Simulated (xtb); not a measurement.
O₃S, charge +1, doublet, geometry from GFN2-xTB (a state made from the parent by changing its charge; the spin is typed, not shown lowest); GFN0-xTB (xtb).

xtb was given this input:
```
$ xtb mol.xyz --gfn 0 --chrg 1 --uhf 1 --etemp 10 --json

# file mol.xyz
4

O     -0.69359983    -1.24003080    -0.04613286
S     -0.00000000    -0.00000000     0.00000000
O     -0.72704062     1.22159440    -0.00209731
O      1.42064045     0.01843640     0.04823017
```

Q: What does xtb print? Leave out banner, timings and long lists.

A: 
```
   ID    Z sym.   atoms
    1    8 O      1, 3, 4
    2   16 S      2

           -------------------------------------------------
          |                Calculation Setup                |
           -------------------------------------------------

           -------------------------------------------------
          |                 G F N 0 - x T B                 |
           -------------------------------------------------

          ...................................................
          :                      SETUP                      :
          :.................................................:
          :  # basis functions                  22          :
          :  # atomic orbitals                  21          :
          :  # shells                            9          :
          :  # electrons                        23          :
          :  electronic temp.           10.0000000     K    :
          :  accuracy                    1.0000000          :
          :  -> integral cutoff          0.2500000E+02      :
          :  -> integral neglect         0.1000000E-07      :
          ...................................................

         :::::::::::::::::::::::::::::::::::::::::::::::::::::
         ::                     SUMMARY                     ::
         :::::::::::::::::::::::::::::::::::::::::::::::::::::
         :: total energy             -11.067227727735 Eh    ::
         :: gradient norm              0.000184291171 Eh/a0 ::
         :: HOMO-LUMO gap              4.620750612341 eV    ::
         ::.................................................::
         :: H0 energy                -12.620274335920 Eh    ::
         :: repulsion energy           0.068332407305 Eh    ::
         :: electrostat energy         1.485405075528 Eh    ::
         :: -> Gsolv                   0.000000000000 Eh    ::
         ::    -> Gsasa                0.000000000000 Eh    ::
         ::    -> Gshift               0.000000000000 Eh    ::
         :: dispersion energy         -0.000690874647 Eh    ::
         :: short-range corr.          0.000000000000 Eh    ::
         :: add. restraining           0.000000000000 Eh    ::
         :: total charge               1.000000000000 e     ::
         :::::::::::::::::::::::::::::::::::::::::::::::::::::

           -------------------------------------------------
          |                Property Printout                |
           -------------------------------------------------

    * Orbital Energies and Occupations

         #    Occupation            Energy/Eh            Energy/eV
      -------------------------------------------------------------
         1        2.0000           -0.7660778             -20.8460
         2        2.0000           -0.6895057             -18.7624
         3        2.0000           -0.6895057             -18.7624
         4        2.0000           -0.5993307             -16.3086
         5        2.0000           -0.5253267             -14.2949
         6        2.0000           -0.5202101             -14.1556
         7        2.0000           -0.5202101             -14.1556
         8        2.0000           -0.4494941             -12.2314
         9        2.0000           -0.4494941             -12.2314
        10        2.0000           -0.4440905             -12.0843
        11        2.0000           -0.4440905             -12.0843
        12        1.0000           -0.4256027             -11.5812 (HOMO)
        13                         -0.2557932              -6.9605 (LUMO)
        14                         -0.2334588              -6.3527
        15                          0.0238553               0.6491
        16                          0.0238553               0.6491
        17                          0.1134635               3.0875
        18                          0.1134635               3.0875
        19                          0.4075168              11.0891
        20                          1.0192795              27.7360
        21                          1.0192795              27.7360
      -------------------------------------------------------------
                  HL-Gap            0.1698095 Eh            4.6208 eV
             Fermi-level            0.0000000 Eh            0.0000 eV

     #   Z          covCN         q      C6AA      α(0)
     1   8 O        0.860     0.025    14.729     5.150
     2  16 S        2.579     0.924   106.840    17.427
     3   8 O        0.860     0.025    14.729     5.150
     4   8 O        0.860     0.025    14.729     5.150

 Mol. C6AA /au·bohr⁶  :        470.711342
 Mol. C8AA /au·bohr⁸  :      15182.509531
 Mol. α(0) /au        :         32.876503

Wiberg/Mayer (AO) data.
largest (>0.10) Wiberg bond orders for each atom

 ---------------------------------------------------------------------------
     #   Z sym  total        # sym  WBO       # sym  WBO       # sym  WBO
 ---------------------------------------------------------------------------
     1   8 O    2.483 --     2 S    1.786     4 O    0.349     3 O    0.349
     2  16 S    5.358 --     4 O    1.786     3 O    1.786     1 O    1.786
     3   8 O    2.483 --     2 S    1.786     4 O    0.349     1 O    0.349
     4   8 O    2.483 --     2 S    1.786     3 O    0.349     1 O    0.349
 ---------------------------------------------------------------------------

Topologies differ in total number of bonds
Writing topology from bond orders to xtbtopo.mol

 dipole moment from electron density (au)
     X       Y       Z
   0.0000   0.0000   0.0000  total (Debye):    0.000

           -------------------------------------------------
          | TOTAL ENERGY              -11.067227727735 Eh   |
          | GRADIENT NORM               0.000184291171 Eh/α |
          | HOMO-LUMO GAP               4.620750612341 eV   |
           -------------------------------------------------

normal termination of xtb
```
